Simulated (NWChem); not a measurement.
Molecule: GeH$_{2}$, singlet; SMILES [GeH2]

Program: NWChem. Pople sets run with spherical d functions. Low-valent species are run as closed-shell singlets; no triplet was tried in these runs. Geometry: optimised at PBE0-D3(BJ)/def2-TZVP. Static field.

**Question.** Order these by “anisotropy (bohr³)”, lowest first: PBE/def2-SVP; PBE/def2-TZVPD; PBE/6-31G*.

**Answer.** PBE/6-31G* (11.4), PBE/def2-TZVPD (12.4), PBE/def2-SVP (13.6)
